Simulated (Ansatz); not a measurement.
`C[O][Al]([F])[O]C`. Charge 0, multiplicity 1. All single points use the PBE0-D4/def2-TZVP geometry. It is one conformer, not always the lowest.

```xyz
12

C    -0.989    0.658    1.719
O    -1.288    1.001    0.400
Al   -0.744    0.688   -1.147
F    -1.538    1.424   -2.377
O     0.533   -0.305   -1.557
C     1.488   -1.120   -0.949
H    -0.751    1.558    2.295
H    -0.137   -0.028    1.797
H    -1.854    0.178    2.186
H     2.494   -0.767   -1.195
H     1.392   -2.147   -1.315
H     1.395   -1.141    0.144
```

(1) What is the dipole moment at PBE/def2-TZVPP? (An estimate is asked.)

(2) And with r2SCAN, B3LYP, ωB97M-V? (Estimate.)

(3) Give the Mulliken charges with PBE, B3LYP, ωB97M-V in def2-TZVPP. (Best estimate.)

Results:

(1) The calculation gave: 3.08 D, with components (1.50, -1.39, 2.31) D in this frame, pointing from negative to positive charge.

(2) The calculation gave: r2SCAN 3.15 D, B3LYP 3.26 D, ωB97M-V 3.24 D.

(3) Computed: 
```json
{"atom": "C1", "PBE": "-0.12", "B3LYP": "-0.10", "ωB97M-V": "-0.16"}
{"atom": "O2", "PBE": "-0.30", "B3LYP": "-0.37", "ωB97M-V": "-0.36"}
{"atom": "Al3", "PBE": "0.62", "B3LYP": "0.75", "ωB97M-V": "0.73"}
{"atom": "F4", "PBE": "-0.31", "B3LYP": "-0.36", "ωB97M-V": "-0.34"}
{"atom": "O5", "PBE": "-0.30", "B3LYP": "-0.37", "ωB97M-V": "-0.36"}
{"atom": "C6", "PBE": "-0.12", "B3LYP": "-0.10", "ωB97M-V": "-0.16"}
{"atom": "H7", "PBE": "0.10", "B3LYP": "0.10", "ωB97M-V": "0.11"}
{"atom": "H8", "PBE": "0.08", "B3LYP": "0.08", "ωB97M-V": "0.09"}
{"atom": "H9", "PBE": "0.10", "B3LYP": "0.10", "ωB97M-V": "0.11"}
{"atom": "H10", "PBE": "0.10", "B3LYP": "0.10", "ωB97M-V": "0.11"}
{"atom": "H11", "PBE": "0.10", "B3LYP": "0.10", "ωB97M-V": "0.11"}
{"atom": "H12", "PBE": "0.08", "B3LYP": "0.08", "ωB97M-V": "0.09"}
```

B3LYP here is the variant with VWN-RPA as its local correlation; programs differ in this.
